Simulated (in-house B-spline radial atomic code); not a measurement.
Computed with a B-spline radial atomic code. Model: two electrons, singlet ground state, non-relativistic, full CI in B-splines with partial waves to l = 8 (at full coupling up to 3e-4 hartree above the limit, correlation up to 0.6 % small), density held at that of full coupling by Lieb maximisation.

Along the adiabatic connection the electron repulsion is scaled by a coupling λ while a local potential keeps the density fixed. At λ = 0 the system is the Kohn-Sham one and W equals the exchange energy; the exchange-correlation energy is the area under W between 0 and 1. The kinetic energy rises with λ as the electrons avoid each other, with dT/dλ = −λ dW/dλ.

Command:
```bash
python run_ac.py task.json out
```
Settings (lengths in bohr, energies in hartree):
```
potential              coulomb
strength               2.18
lmax                   8
wall_radius            0.602
```

Cost of the run: 3.1 s on 1 thread of Intel(R) Xeon(R) Processor @ 2.30GHz, on a shared host.

**W = mean repulsion less Hartree energy, and W of three functionals.**

Given: confinement point charge; nuclear charge 2.18; hard wall radius 0.602 bohr; external potential -Z/r.

Computed: LDA exchange minus exact 456.08 millihartree; PBE exchange minus exact 144.31 millihartree.

| coupling | W xc (hartree) | W xc minus exchange (millihartree) | kinetic minus Kohn-Sham (millihartree) | LDA (PW92) W minus its exchange (millihartree) | PBE W minus its exchange (millihartree) | SCAN W minus its exchange (millihartree) |
| --- | --- | --- | --- | --- | --- | --- |
| 0 | -3.2079 | 0 | 0 | 0 | 0 | 0 |
| 0.02 | -3.21 | -2.025 | 0 | -14.86 | -3.11 | -1.95 |
| 0.05 | -3.213 | -5.051 | 0.1 | -31.56 | -7.76 | -4.83 |
| 0.12 | -3.22 | -12.057 | 0.7 | -63.14 | -18.5 | -11.46 |
| 0.25 | -3.2328 | -24.87 | 3.1 | -110.19 | -37.92 | -23.49 |
| 0.4 | -3.2473 | -39.34 | 7.8 | -155.19 | -59.48 | -36.98 |
| 0.6 | -3.2661 | -58.129 | 17.2 | -206.39 | -86.89 | -54.41 |
| 0.8 | ? | ? | ? | ? | ? | ? |
| 1 | -3.302 | -94.05 | 45.8 | -291.13 | -137.66 | -87.6 |
| 1.4 | ? | ? | ? | ? | ? | ? |
| 2 | -3.383 | -175.11 | 166.4 | -449.95 | -246.33 | -162.61 |
| 3 | -3.4533 | -245.4 | 341.4 | -569.19 | -336.35 | -228.49 |
| 4.5 | -3.5425 | -334.57 | 673.5 | -707.95 | -447.68 | -313.96 |
| 7 | -3.6587 | -450.81 | 1334.7 | -878.45 | -591.7 | -429.83 |
| 10 | -3.7619 | -553.94 | 2203.5 | -1026.5 | -721.52 | -537.85 |

Problem. What belongs in the row 0.8?

Solution. W xc (hartree): -3.2843; W xc minus exchange (millihartree): -76.359; kinetic minus Kohn-Sham (millihartree): 29.9; LDA (PW92) W minus its exchange (millihartree): -251.06; PBE W minus its exchange (millihartree): -112.9; SCAN W minus its exchange (millihartree): -71.26.

Problem. What belongs in the row 1.4?

Solution. W xc (hartree): -3.3358; W xc minus exchange (millihartree): -127.9; kinetic minus Kohn-Sham (millihartree): 86.4; LDA (PW92) W minus its exchange (millihartree): -361.4; PBE W minus its exchange (millihartree): -183.87; SCAN W minus its exchange (millihartree): -118.86.

Problem. What is the SCAN exchange minus exact?

Solution. -1.4008 millihartree.

**Energy parts, natural occupations and partial-wave weights.**

Computed: total energy 11.5449 hartree; correlation energy -0.048222 hartree; kinetic part of the DFT correlation energy 0.045828 hartree; initial slope twice GL2 -0.1014 hartree; kinetic part over minus potential part 0.48727; Kohn-Sham kinetic 28.318 hartree; Lieb Oxford ratio E_xc over LDA exchange 1.1833.

| natural | occupation of the shell (electrons) |
| --- | --- |
| s | 1.9979 |
| p | 0.0018192 |
| s | 0.00010259 |
| d | ? |
| p | 1.6126e-05 |
| f | 1.2747e-05 |

Problem. What belongs in the row d?

Solution. occupation of the shell (electrons): 9.2648e-05.

```csv
wave,weight
s,0.99902
p,?
d,4.8241e-05
f,6.9111e-06
g,1.6245e-06
```

Problem. What belongs in the row p?

Solution. weight: 0.00091809.

Problem. What is the Hartree energy?

Solution. 6.4159 hartree.

Problem. What is the exchange energy?

Solution. -3.2079 hartree.

Half-way to full coupling W has made 52 % of its drop, against 50 % for a straight line, and second-order (GL2) theory, half the initial slope, overshoots the correlation energy by about 5 %: correlation is weak here. Over couplings 0 to 1 the errors in E_xc come to about +333 millihartree for LDA, +121 millihartree for PBE, +1.7 millihartree for SCAN, so SCAN is nearest. In LDA and PBE and SCAN the errors of exchange and correlation have opposite signs, so the sum is smaller than the larger of the two.
